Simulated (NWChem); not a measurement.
Species: AlH2O2 cation; SMILES [OH][Al+][OH]

```xyz
5

Al    -0.0065     0.1151     0.0138
O      1.1661     0.3100    -1.0547
H      1.8675     0.4267    -1.6942
O     -1.1790    -0.0790     1.0826
H     -1.8806    -0.1959     1.7220
```
Atoms are numbered in this order, from 1.

Program: NWChem. Pople sets run with spherical d functions. Structure relaxed at the PBE0/def2-SVP level. GIAO values for the isolated, static molecule; σ is the absolute isotropic shielding, δ = σ(reference) − σ with the isolated reference molecule computed at the same levels (1H: tetramethylsilane, 17O: water).

For level B3LYP/6-311G**:

| Quantity | Value |
|---|---|
| σ Al1 (ppm) | 541.7 |
| δ O2 (ppm) | -31.6 |
| δ H3 (ppm) | 4.04 |

Task: What are these values for level B3LYP/6-31G*?

Result: 
| Property | Result |
|---|---|
| σ Al1 (ppm) | 588.7 |
| δ O2 (ppm) | -39.6 |
| δ H3 (ppm) | 3.60 |
